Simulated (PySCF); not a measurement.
BrSi, SMILES [Si]Br (connectivity only; charge and spin as stated), charge +1, multiplicity 1. Geometry: B3LYP-D3(BJ)/def2-TZVP. The spin state was assumed, not searched.

The numbers are results of B3LYP-D3(BJ)/def2-TZVP in PySCF, not measurements.

Harmonic wavenumbers (cm⁻¹): 515. Rotational constants (GHz): 5.399 (linear); symmetry number 1.

Work out the zero-point energy and the ideal-gas rigid-rotor harmonic-oscillator thermochemistry at 298.15 K and 1 atm.

ZPE = ½ Σ hcν = ½ × 515 cm⁻¹ = 3.08 kJ/mol. H − E(el) = 12.32 kJ/mol. Entropy in J/(mol K): translation 167.14, rotation 66.92, vibration 2.60, total 236.66. G − E(el) = -58.24 kJ/mol. Cp = 34.19 J/(mol K).
